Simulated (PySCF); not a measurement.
## Polarisability and C₆ of Ru²⁺ (ruthenium, charge +2)

[Kr] 4d6, high-spin 5D determinant. Calculation: PySCF 2.14, in ANO-RCC-VTZP; scalar relativity by spin-free X2C-1e. Coupled (time-dependent) response in atomic units; α is the mean over directions. The basis has no added diffuse functions, which lowers α and C₆.

```json
{"method": "UHF", "mean α (bohr³)": "7.087", "α xx, yy, zz": "7.355, 7.355, 6.550", "C₆ (like pair)": "37.93", "S(−4)": "14.04"}
{"method": "PBE0", "mean α (bohr³)": "7.896", "α xx, yy, zz": "8.320, 8.320, 7.047", "C₆ (like pair)": "41.85", "S(−4)": "24.15"}
```

S(−4) is the Cauchy moment in α(ω) = α(0) + S(−4) ω² + …

Spin-orbit coupling is absent.

α(iu) at UHF:

```
u (hartree)  α(iu) (bohr³)
          0          7.087
     0.0500          7.052
      0.100          6.952
      0.200          6.601
      0.300          6.147
      0.500          5.233
      0.750          4.295
       1.00          3.559
       1.50          2.498
       2.00          1.805
       3.00          1.033
       5.00         0.4523
```

For an ion, C₆ is the dispersion term alone; charge-induced terms of lower order in 1/R come first.

The components differ because the open shell of this determinant is not spherical; for a pure term their mean is the scalar polarisability.
